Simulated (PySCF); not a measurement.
Gas-phase equilibrium of 1 mol N₂O, 9.1 mol N₂ at 1600 K and 1.00 bar, among 8 species (O₂, N₂, O, NO, O₃, N, N₂O, NO₂). Only gases are allowed; each row takes one source of thermochemistry for all species, and Cantera finds the minimum.

Computed with PySCF (xtb for GFN2) and rigid-rotor harmonic-oscillator thermochemistry at 1 bar. 'Table' is the NASA 1993 thermochemical table (part measured, part estimated). † marks an energy on the PBE0/def2-TZVP geometry and frequencies; other levels use their own. MP2 freezes the core. 6-31G* has spherical d functions here. Open shells (unrestricted) among the columns below: O₂ (multiplicity 3), O (multiplicity 3, electronic degeneracy 9), NO (multiplicity 2, electronic degeneracy 4); the rest are closed-shell singlets. GFN2 has no spin-polarisation term. Spin-orbit splitting is ignored; it lowers the true energy and changes the entropy of O, NO. MP2 isn't extrapolated to the basis-set limit. The harmonic model lacks anharmonicity and excited electronic states, which grow with temperature; levels with a mode under 35 cm⁻¹ are left out.

Molecules larger than those listed are left out. Table species left out: NO3.

With table thermochemistry: N₂ 0.95, N₂O 6.6e-8, O 3.1e-6, O₂ 0.047, NO 0.0010.

**Question.** How far does the composition move with the other sources (GFN2-xTB, HF/6-31G*, MP2/def2-SVP†, PBE/def2-SVP, PBE0/def2-QZVP†, r2SCAN/def2-TZVP†)?

**Answer.** 
```
thermochemistry    x N₂   x N₂O     x O    x O₂     x NO
-----------------  ----  ------  ------  ------  -------
table              0.95  6.6e-8  3.1e-6   0.047   0.0010
GFN2-xTB           0.90   0.099  <1e-12  <1e-12   1.9e-8
HF/6-31G*          0.91  <1e-12   0.090  1.3e-5   2.9e-5
MP2/def2-SVP†      0.95  1.7e-7  4.0e-6   0.047  0.00043
PBE/def2-SVP       0.95  1.2e-5  4.1e-8   0.046   0.0014
PBE0/def2-QZVP†    0.95  4.2e-7  1.9e-6   0.047   0.0012
r2SCAN/def2-TZVP†  0.95  8.1e-7  8.2e-7   0.047  0.00082
```
The most sensitive of these is N₂O: it spans a factor of 10^11.0 over these rows; at this temperature one factor of ten is RT ln 10 = 31 kJ/mol.
